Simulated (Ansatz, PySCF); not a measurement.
Process, species as SMILES: CCCl -> [CH2]C + Cl atom (the C-Cl bond at the site shown breaks; other sites are not compared here)
Each molecule is optimised on its own at B3LYP-D3(BJ)/def2-TZVP (Ansatz, a first-principles code).
Geometry of the first species:
```xyz
8

C      0.0132     0.8176    -0.0128
C      1.5157     0.6457    -0.0186
Cl    -0.8344    -0.7820     0.0168
H     -0.3333     1.3555     0.8664
H     -0.3433     1.3280    -0.9043
H      1.9943     1.6284    -0.0365
H      1.8521     0.1152     0.8721
H      1.8422     0.0878    -0.8961
```
Charge 0, spin multiplicity 1.

Property: bond dissociation energy (electronic energy difference), in eV. Valence correlation only, unless marked. Open shells are spin-unrestricted. No spin-orbit coupling. No relativistic terms. CBS(X,Y): correlation extrapolated as X^-3; Hartree-Fock from the larger set. [CCSD(T)-MP2]/basis is that difference in the basis named.

```
level                                                                             program  bond dissociation energy (eV)  minus last row
-------------------------------------------------------------------------  --------------  -----------------------------  --------------
HF/aug-cc-pV(D+d)Z                                                                 Ansatz                           2.36           -1.50
PBE-D3(BJ)/def2-TZVPD                                                      Ansatz + dftd3                           3.91            0.05
BLYP-D3(BJ)/def2-TZVPD                                                     Ansatz + dftd3                           3.65           -0.21
BP86/def2-TZVPD                                                                     PySCF                           3.77           -0.09
TPSSh-D3(BJ)/def2-TZVPD                                                     PySCF + dftd3                           3.69           -0.17
r2SCANh/def2-TZVPD                                                                 Ansatz                           3.61           -0.25
PW6B95-D3(BJ)/def2-TZVPD                                                    PySCF + dftd3                           3.81           -0.05
M06-2X/def2-TZVPD                                                                   PySCF                           3.85           -0.01
CAM-B3LYP-D4/def2-TZVPD                                                    Ansatz + dftd4                           3.65           -0.21
wB97X/def2-TZVPD                                                                   Ansatz                           3.77           -0.09
RPA@PBE/cc-pV(Q+d)Z                                                                Ansatz                           3.50           -0.36
CCSD/cc-pV(T+d)Z                                                                   Ansatz                           3.54           -0.32
CCSD(T)/cc-pVDZ                                                                     PySCF                           3.45           -0.41
RI-MP2/CBS(cc-pV(T+d)Z,cc-pV(Q+d)Z)+[CCSD(T)-MP2]/cc-pV(D+d)Z                      Ansatz                           3.90            0.04
RI-MP2/CBS(aug-cc-pV(T+d)Z,aug-cc-pV(Q+d)Z)+[CCSD(T)-MP2]/aug-cc-pV(T+d)Z          Ansatz                           3.86            0.00
```
